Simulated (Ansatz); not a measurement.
```yaml
atoms:
  - { symbol: B, position_ang: [0.0000, 0.0000, -1.3735] }
  - { symbol: Al, position_ang: [0.0000, 0.0000, 1.3735] }
```

Basis set: 6-31G (spherical functions). Frozen core: 6 orbitals. Charge 0, multiplicity 3.

Computed with Ansatz (development build ahead of 0.2.0); the reference of a correlated method needn't be the lowest determinant of its kind.

(1) Give the atomization energy at this shape (free ground-state atoms in the same class of orbitals less the molecule, no zero-point energy) of triplet AlB by UHF-BCCD(T), UHF-CCSD(T).

Results:

(1)

```tsv
method	atomization energy
UHF-BCCD(T)	102.7 kJ/mol
UHF-CCSD(T)	102.0 kJ/mol
```

Caution: the reference determinant was not shown to be the lowest; the shape is not the minimum.

This basis has no polarisation functions and is too small for such energies, which can lie far from measured ones in either direction.
